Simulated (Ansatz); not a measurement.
Calculation: B3LYP-D3(BJ)/def2-SVP in Ansatz (a first-principles code). No frequencies were computed at this level.

Ansatz 0.2 input:
```yaml
crystal:
  periodic: [false, false, false]
  atoms:
    - { symbol: C, position_ang: [-2.138999, -0.80335, 0.243694] }
    - { symbol: C, position_ang: [-1.420372, 0.017365, -0.819446] }
    - { symbol: C, position_ang: [0.003789, 0.434126, -0.434863] }
    - { symbol: Si, position_ang: [0.061137, 1.553637, 1.124911] }
    - { symbol: C, position_ang: [0.898911, -0.801369, -0.311901] }
    - { symbol: C, position_ang: [2.35987, -0.444235, -0.182522] }
    - { symbol: F, position_ang: [2.779212, 0.42029, -1.119221] }
    - { symbol: F, position_ang: [2.661922, 0.110545, 1.004004] }
    - { symbol: F, position_ang: [3.150641, -1.528004, -0.293553] }
    - { symbol: H, position_ang: [-2.16881, -0.263664, 1.18755] }
    - { symbol: H, position_ang: [-1.646692, -1.759248, 0.404362] }
    - { symbol: H, position_ang: [-3.161478, -1.002371, -0.069508] }
    - { symbol: H, position_ang: [-1.997305, 0.92344, -1.014388] }
    - { symbol: H, position_ang: [-1.390802, -0.555995, -1.751408] }
    - { symbol: H, position_ang: [0.388559, 1.023024, -1.275204] }
    - { symbol: H, position_ang: [0.132114, 0.715311, 2.321936] }
    - { symbol: H, position_ang: [1.213103, 2.44523, 1.039064] }
    - { symbol: H, position_ang: [-1.170529, 2.344873, 1.129492] }
    - { symbol: H, position_ang: [0.805529, -1.434482, -1.200021] }
    - { symbol: H, position_ang: [0.640201, -1.395121, 0.566211] }
basis:
  gaussian: { orbitals: def2-svp }
hamiltonian:
  xc: b3lyp
  dispersion: d3bj
relax:
  max_steps: 150
```

Output:

```
Functional definition: B3LYP
2032 factors; integrals over basis functions are off by at most 4.1e-4 eV
mean field evaluation 1: about -21370.1664 eV, gradient 7.0e1 eV
mean field evaluation 2: about -21362.4274 eV, gradient 9.1e1 eV
mean field evaluation 4: about -21381.0559 eV, gradient 3.2e0 eV
mean field evaluation 8: about -21381.1243 eV, gradient 1.0e-1 eV
mean field evaluation 16: about -21381.1243 eV, gradient 2.6e-5 eV
mean field -21381.12432923 eV, -785.7418264525 hartree, gradient 2.6e-5 eV, S^2 0.000000; 0 other end points of the search recorded, 0 dependent functions left out
reference -21381.12460730 eV, -785.7418366714 hartree; 41, 41 occupied and 144, 144 virtual orbitals, 2032 factors
relax step   1: F+E_penalty+E_count = -21382.01059747 eV  Δ(F+E_penalty+E_count) = +0.000e0 eV  max|allowed force component| = 6.804e-1 eV/Å  Δτ_max = 0.0000 Å  (26 SCF iters, accepted)
these checks for a lower state are left out or cut short: starts, cluster_reference, orbital_swaps, neighbouring_geometries, increment
2032 factors; integrals over basis functions are off by at most 4.3e-4 eV
mean field -21381.22446123 eV, -785.7455062356 hartree, gradient 1.1e-5 eV, S^2 0.000000; 0 other end points of the search recorded, 0 dependent functions left out
reference -21381.22474235 eV, -785.7455165666 hartree; 41, 41 occupied and 144, 144 virtual orbitals, 2032 factors
relax step   2: F+E_penalty+E_count = -21382.09426518 eV  Δ(F+E_penalty+E_count) = -8.367e-2 eV  max|allowed force component| = 1.902e-1 eV/Å  Δτ_max = 0.0811 Å  (29 SCF iters, accepted)
these checks for a lower state are left out or cut short: starts, cluster_reference, orbital_swaps, neighbouring_geometries, increment
2032 factors; integrals over basis functions are off by at most 4.4e-4 eV
mean field -21381.23334282 eV, -785.7458326281 hartree, gradient 9.7e-6 eV, S^2 0.000000; 0 other end points of the search recorded, 0 dependent functions left out
reference -21381.23362445 eV, -785.7458429780 hartree; 41, 41 occupied and 144, 144 virtual orbitals, 2032 factors
relax step   3: F+E_penalty+E_count = -21382.10333386 eV  Δ(F+E_penalty+E_count) = -9.069e-3 eV  max|allowed force component| = 9.610e-2 eV/Å  Δτ_max = 0.0309 Å  (29 SCF iters, accepted)
these checks for a lower state are left out or cut short: starts, cluster_reference, orbital_swaps, neighbouring_geometries, increment
2032 factors; integrals over basis functions are off by at most 4.4e-4 eV
mean field evaluation 32: about -21381.1912 eV, gradient 3.0e-3 eV
mean field -21381.23476201 eV, -785.7458847826 hartree, gradient 9.6e-6 eV, S^2 0.000000; 0 other end points of the search recorded, 0 dependent functions left out
reference -21381.23504364 eV, -785.7458951322 hartree; 41, 41 occupied and 144, 144 virtual orbitals, 2032 factors
relax step   4: F+E_penalty+E_count = -21382.10479444 eV  Δ(F+E_penalty+E_count) = -1.461e-3 eV  max|allowed force component| = 5.423e-2 eV/Å  Δτ_max = 0.0145 Å  (30 SCF iters, accepted)
these checks for a lower state are left out or cut short: starts, cluster_reference, orbital_swaps, neighbouring_geometries, increment
2032 factors; integrals over basis functions are off by at most 4.4e-4 eV
mean field -21381.23628048 eV, -785.7459405851 hartree, gradient 1.0e-5 eV, S^2 0.000000; 0 other end points of the search recorded, 0 dependent functions left out
reference -21381.23656203 eV, -785.7459509321 hartree; 41, 41 occupied and 144, 144 virtual orbitals, 2032 factors
relax step   5: F+E_penalty+E_count = -21382.10635306 eV  Δ(F+E_penalty+E_count) = -1.559e-3 eV  max|allowed force component| = 3.016e-2 eV/Å  Δτ_max = 0.0370 Å  (27 SCF iters, accepted)
these checks for a lower state are left out or cut short: starts, cluster_reference, orbital_swaps, neighbouring_geometries, increment
2032 factors; integrals over basis functions are off by at most 4.4e-4 eV
mean field -21381.23665956 eV, -785.7459545160 hartree, gradient 9.4e-6 eV, S^2 0.000000; 0 other end points of the search recorded, 0 dependent functions left out
reference -21381.23694086 eV, -785.7459648537 hartree; 41, 41 occupied and 144, 144 virtual orbitals, 2032 factors
relax step   6: F+E_penalty+E_count = -21382.10666932 eV  Δ(F+E_penalty+E_count) = -3.163e-4 eV  max|allowed force component| = 1.742e-2 eV/Å  Δτ_max = 0.0213 Å  (28 SCF iters, accepted)
these checks for a lower state are left out or cut short: starts, cluster_reference, orbital_swaps, neighbouring_geometries, increment
2032 factors; integrals over basis functions are off by at most 4.4e-4 eV
mean field -21381.23689818 eV, -785.7459632851 hartree, gradient 9.4e-6 eV, S^2 0.000000; 0 other end points of the search recorded, 0 dependent functions left out
reference -21381.23717919 eV, -785.7459736121 hartree; 41, 41 occupied and 144, 144 virtual orbitals, 2032 factors
relax step   7: F+E_penalty+E_count = -21382.10678292 eV  Δ(F+E_penalty+E_count) = -1.136e-4 eV  max|allowed force component| = 1.413e-2 eV/Å  Δτ_max = 0.0174 Å  (30 SCF iters, accepted)
these checks for a lower state are left out or cut short: starts, cluster_reference, orbital_swaps, neighbouring_geometries, increment
2032 factors; integrals over basis functions are off by at most 4.3e-4 eV
mean field evaluation 64: about -21381.2371 eV, gradient 9.5e-6 eV
mean field -21381.23706416 eV, -785.7459693849 hartree, gradient 9.5e-6 eV, S^2 0.000000; 0 other end points of the search recorded, 0 dependent functions left out
reference -21381.23734479 eV, -785.7459796977 hartree; 41, 41 occupied and 144, 144 virtual orbitals, 2032 factors
relax step   8: F+E_penalty+E_count = -21382.10684450 eV  Δ(F+E_penalty+E_count) = -6.157e-5 eV  max|allowed force component| = 8.001e-3 eV/Å  Δτ_max = 0.0185 Å  (29 SCF iters, accepted)
these checks for a lower state are left out or cut short: starts, cluster_reference, orbital_swaps, neighbouring_geometries, increment
2032 factors; integrals over basis functions are off by at most 4.4e-4 eV
mean field -21381.23701136 eV, -785.7459674447 hartree, gradient 9.5e-6 eV, S^2 0.000000; 0 other end points of the search recorded, 0 dependent functions left out
reference -21381.23729163 eV, -785.7459777443 hartree; 41, 41 occupied and 144, 144 virtual orbitals, 2032 factors
relax step   9: F+E_penalty+E_count = -21382.10686956 eV  Δ(F+E_penalty+E_count) = -2.507e-5 eV  max|allowed force component| = 8.863e-3 eV/Å  Δτ_max = 0.0121 Å  (30 SCF iters, accepted)
2032 factors; integrals over basis functions are off by at most 4.4e-4 eV
mean field -21381.23701136 eV, -785.7459674447 hartree, gradient 9.5e-6 eV, S^2 0.000000; 1 other end points of the search recorded, 0 dependent functions left out
reference -21381.23729163 eV, -785.7459777443 hartree; 41, 41 occupied and 144, 144 virtual orbitals, 2032 factors
Total energy: -21382.10714983 eV, -785.7779444435 hartree
Atom 0 at    -2.155517    -0.813406     0.243519 Å, force     0.000192     0.000309    -0.002294 eV/Å
Atom 1 at    -1.418152     0.027673    -0.799965 Å, force     0.000908     0.000598     0.000969 eV/Å
Atom 2 at     0.019477     0.443196    -0.414032 Å, force    -0.001067    -0.000407    -0.002574 eV/Å
Atom 3 at     0.030871     1.570364     1.137841 Å, force     0.000237    -0.008863     0.002838 eV/Å
Atom 4 at     0.936010    -0.788386    -0.327414 Å, force    -0.001984    -0.000853    -0.000874 eV/Å
Atom 5 at     2.410750    -0.481262    -0.226851 Å, force     0.005714     0.004998     0.002027 eV/Å
Atom 6 at     2.836088     0.293911    -1.241505 Å, force    -0.000953    -0.004703     0.006915 eV/Å
Atom 7 at     2.712513     0.167599     0.919602 Å, force    -0.001683    -0.003985    -0.007552 eV/Å
Atom 8 at     3.144413    -1.606836    -0.246379 Å, force    -0.001381     0.003991    -0.001349 eV/Å
Atom 9 at    -2.260854    -0.276363     1.200583 Å, force    -0.000103     0.000079     0.000350 eV/Å
Atom 10 at    -1.635435    -1.761760     0.452916 Å, force     0.000065     0.000174    -0.000097 eV/Å
Atom 11 at    -3.169321    -1.066562    -0.103069 Å, force     0.000219     0.000123     0.000966 eV/Å
Atom 12 at    -2.003179     0.938858    -1.007237 Å, force     0.000123    -0.000078    -0.000688 eV/Å
Atom 13 at    -1.379059    -0.530306    -1.753533 Å, force     0.000114     0.000112     0.000317 eV/Å
Atom 14 at     0.404272     1.076613    -1.232457 Å, force    -0.000152    -0.000445    -0.000433 eV/Å
Atom 15 at     0.046975     0.761915     2.391251 Å, force    -0.000842     0.003075     0.000675 eV/Å
Atom 16 at     1.198132     2.492788     1.131421 Å, force    -0.002964     0.002376    -0.001570 eV/Å
Atom 17 at    -1.219108     2.387939     1.115898 Å, force     0.003497     0.001218     0.000636 eV/Å
Atom 18 at     0.812696    -1.412664    -1.228495 Å, force    -0.000444     0.001100     0.002036 eV/Å
Atom 19 at     0.688431    -1.423311     0.537092 Å, force     0.000505     0.001181    -0.000298 eV/Å
Dipole moment:    -0.444597    -0.148998    -0.148988 e Å
```

Cost: around 2.1 core-minutes (rough).
